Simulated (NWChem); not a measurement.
System meant: ditellurium (Te2, triplet); SMILES [Te]=[Te]

Here is an NWChem input.

```
start job
memory heap 200 mb stack 900 mb global 1100 mb
geometry units angstroms noautoz
  Te     0.000000     0.000000     1.281807
  Te     0.000000     0.000000    -1.281807
end
basis spherical
  Te library def2-svp
end
dft
  odft
  mult 3
  xc b3lyp
  iterations 150
  mulliken
end
task dft energy
```

End of the output:

```
             Grid Information
             ----------------
          Grid used for XC integration:  medium
          Radial quadrature: Mura-Knowles
          Angular quadrature: Lebedev.
          Tag              B.-S. Rad. Rad. Pts. Rad. Cut. Ang. Pts.
          ---              ---------- --------- --------- ---------
          Te                  1.40      123           9.0       590
          Grid pruning is: on
          Number of quadrature shells:   123
          Spatial weights used:  Erf1

          Convergence Information
          -----------------------
          Convergence aids based upon iterative change in
          total energy or number of iterations.
          Levelshifting, if invoked, occurs when the
          HOMO/LUMO gap drops below (HL_TOL):  1.00D-02
          DIIS, if invoked, will attempt to extrapolate
          using up to (NFOCK): 10 stored Fock matrices.

                    Damping( 0%)  Levelshifting(0.5)       DIIS
                  --------------- ------------------- ---------------
          dE  on:    start            ASAP                start
          dE off:    2 iters        150 iters           150 iters

      Screening Tolerance Information
      -------------------------------
          Density screening/tol_rho:  1.00D-10
          AO Gaussian exp screening on grid/accAOfunc:  14
          CD Gaussian exp screening on grid/accCDfunc:  20
          XC Gaussian exp screening on grid/accXCfunc:  20
          Schwarz screening/accCoul:  1.00D-08

      Superposition of Atomic Density Guess
      -------------------------------------

      charge =      52.0 Te (Tellurium)

      symmetry species            s     p     d     f
      number of basis functions =10     7     6
      number of cont. functions = 4     4     2
      number of closed shells   = 5     3     2
      number of open shells     = 0     1     0
      open shell occupation     = 0     4     0
 ------------------------------------------------------------------------
 atomscf:atomd: error in atom scf                   0
 ------------------------------------------------------------------------
 ------------------------------------------------------------------------
  current input line :
    17: task dft energy
 ------------------------------------------------------------------------
 ------------------------------------------------------------------------
 This error has not yet been assigned to a category
 ------------------------------------------------------------------------
 For more information see the NWChem manual at https://nwchemgit.github.io

0:atomscf:atomd: error in atom scf:Received an Error in Communication
```

### Question
Can this run be used? If not, why, and what is the fix?

### Answer
The program stopped with an error. Cause: the def2 basis of a heavy element holds valence functions alone and wants its effective core potential (without it all electrons must fit into that basis). This input runs:
```
start job
memory heap 200 mb stack 900 mb global 1100 mb
geometry units angstroms noautoz
  Te     0.000000     0.000000     1.281807
  Te     0.000000     0.000000    -1.281807
end
basis spherical
  * library def2-svp
end
ecp
  Te library def2-ecp
end
dft
  odft
  mult 3
  xc b3lyp
  iterations 150
  mulliken
end
task dft energy
```
It converges to -536.23621 Ha (B3LYP/def2-SVP with def2 effective core potentials on Te, spin-unrestricted).
